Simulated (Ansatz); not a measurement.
Gas-phase electronic energies from Ansatz, PBE0-D4/def2-TZVP geometries. CCSD(T)/CBS adds triple-zeta CCSD(T) − MP2 to the extrapolated MP2 energy (def2 sets, frozen cores). Functionals use def2-TZVPP. For Ga outer-core shells are correlated without core-valence functions, which leaves a few kJ/mol of doubt a bond. Scalar relativity is left out up to krypton. Each species was taken in one conformer, which may not be the lowest.

`[OH][Ga]([SH])[SiH2]F` + `O[SiH2][SiH3]` → `F[SiH2]O[SiH2][SiH3]` + `[OH][GaH][SH]`  (cleavage of the Si–Ga bond)

CCSD(T)/CBS gives -125.6 kJ/mol.

(1) Another level gave -126.7 kJ/mol. Which?
A. CCSD(T)/def2-TZVPP
B. SCS-MP2/def2-TZVPP
C. r2SCAN/def2-TZVPP
D. PBE/def2-TZVPP

Largest T1 diagnostic among the species: 0.014.

Results:

(1) A. CCSD(T)/def2-TZVPP -126.7, SCS-MP2/def2-TZVPP -134.3, r2SCAN -120.3, PBE -97.3 kJ/mol.

From PBE to PBE0 (25 % exact exchange), in def2-TZVPP and without D4, ΔE moves by −11.5 kJ/mol. In def2-TZVPP, CCSD(T) changes the Hartree–Fock value by +22.0 kJ/mol (the triples alone add +3.1 kJ/mol) and MP2 by +16.5 kJ/mol.
